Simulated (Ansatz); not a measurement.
Consider the formal exchange of groups at a C–Ga bond: `C#[C][GaH][CH3]` + `O[SiH3]` → `C#C[SiH2]O` + `[CH3][GaH2]`.

Program: Ansatz. Geometries: PBE0-D4/def2-TZVP. ΔE: electronic, gas phase. CCSD(T)/CBS is the MP2 limit (def2-TZVPP, def2-QZVPP) plus CCSD(T) − MP2 in def2-TZVPP, frozen cores. DFT in def2-TZVPP. B3LYP here is the variant with VWN-RPA as its local correlation; programs differ in this. HSE06 is defined as in plane-wave codes. For Ga outer-core shells are correlated without core-valence functions, which leaves a few kJ/mol of doubt a bond. Scalar relativity is left out up to krypton. One conformer a species, not always the lowest.

```
         level  ΔE (kcal/mol)  difference from CCSD(T)/CBS
   LDA (SPW92)           -0.7                         -2.3
        PBE-D4            0.0                         -1.6
     revPBE-D4           -0.2                         -1.8
     r2SCAN-D4            0.1                         -1.5
      B3LYP-D4            0.3                         -1.3
    r2SCAN0-D4            0.4                         -1.2
      BHLYP-D4            0.7                         -0.9
          BLYP            0.4                         -1.2
       r2SCANh            0.2                         -1.4
         HSE06            0.3                         -1.3
     CAM-B3LYP            0.4                         -1.2
 CCSD/def2-SVP            2.0                          0.4
 HF/def2-TZVPP            1.4                         -0.2
MP2/def2-TZVPP            2.2                          0.6
 HF/def2-QZVPP            1.3                         -0.3
MP2/def2-QZVPP            1.9                          0.3
   CCSD(T)/CBS            1.6                            0
```

Largest T1 diagnostic among the species: 0.013.

Leaving LDA and LC-ωPBE aside and taking each functional with its dispersion term where it has one, the values, not all of them listed here, spread over 2.9 kcal/mol, from B97M-V to PBE-QIDH. LDA lies −0.8 kcal/mol from PBE without D4.
